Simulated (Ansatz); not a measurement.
PBE exchange is replaced step by step with exact exchange (0 % is PBE, 25 % PBE0; no dispersion term), basis def2-SVP, Ansatz. System: (HInSe)4 cubane (In₄H₄Se₄). Charge 0, multiplicity 1. Geometry: PBE-D4/def2-SVP.

Geometry of the singlet:

```xyz
12

In   -1.3723   -1.6268   -0.4918
H    -2.4590   -2.9138   -0.8815
Se    1.0464   -2.1695    0.5854
In    1.8531   -0.2433   -1.1305
H     3.3211   -0.4341   -2.0237
Se   -0.5003    0.0466   -2.4274
In   -0.9225    1.9113   -0.5164
H    -1.6545    3.4231   -0.9262
Se   -2.1025    0.2761    1.2837
In    0.4418   -0.0412    2.1387
H     0.7924   -0.0753    3.8314
Se    1.5563    1.8470    0.5583
```

In the def2 sets In takes a core potential; there is no spin–orbit coupling.

| exact exchange (%) | HOMO (eV) | LUMO (eV) | gap (eV) |
| --- | --- | --- | --- |
| 0 | -6.24 | -2.35 | 3.88 |
| 5 | -6.44 | -2.21 | 4.23 |
| 10 | -6.65 | -2.06 | 4.59 |
| 15 | -6.86 | -1.92 | 4.94 |
| 25 | -7.28 | -1.62 | 5.66 |
| 35 | -7.71 | -1.32 | 6.38 |

(1) Fit a straight line to the column «gap (eV)» against the share of exact exchange and predict its value at 50 %.

Answers

(1) With x = exact exchange (%) and y = gap (eV): mean x = 15, mean y = 4.947; Σ(x − x̄)(y − ȳ) = 60.75, Σ(x − x̄)² = 850; slope b = 0.07147, intercept a = ȳ − b·x̄ = 3.875. The residuals of the fitted rows reach 0.01. At x = 50 the line gives 3.875 + (0.07147 × 50) = 7.45; the run gave 7.48, 0.03 more than the line.
